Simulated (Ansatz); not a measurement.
System (SMILES): [SeH2] (H2Se).
Geometry (B3LYP-D3(BJ)/def2-TZVP, fixed):
```xyz
3

Se    -0.0012     0.0571     0.0009
H     -1.0300    -0.9935    -0.0128
H      1.0722    -0.9476    -0.0191
```
Charge 0, spin multiplicity 1.

Basis-set convergence of the dipole moment at PBE0 with Ansatz (an electronic-structure program). Dipoles come from the density behind the forces; the sign is taken along the dipole that this method gives in the largest set. Cartesian d functions, on some or all atoms, in 3-21G; all else is spherical. The program fits the integrals of some runs and decomposes those of others, by size. No added dispersion term, no relativity. Reference: the value in aug-pcseg-3, 0.715 D.

| basis | functions | dipole moment (D) |
|---|---|---|
| STO-3G | 20 | ? |
| 3-21G | 27 | 1.273 |
| def2-SV(P) | 36 | 0.951 |
| def2-SVP | 42 | ? |
| aug-cc-pVDZ | 54 | ? |
| 6-311G** | 56 | 0.934 |
| def2-SVPD | 57 | 0.740 |
| cc-pVTZ | 71 | 0.809 |
| def2-TZVPPD | 91 | 0.724 |
| aug-pcseg-2 | 105 | ? |
| cc-pVQZ | 128 | 0.748 |
| def2-QZVPP | 149 | 0.776 |
| aug-pcseg-3 | 191 | 0.715 |

Complete the blanks.


- STO-3G, dipole moment (D): 1.516
- def2-SVP, dipole moment (D): 0.955
- aug-cc-pVDZ, dipole moment (D): 0.752
- aug-pcseg-2, dipole moment (D): 0.728
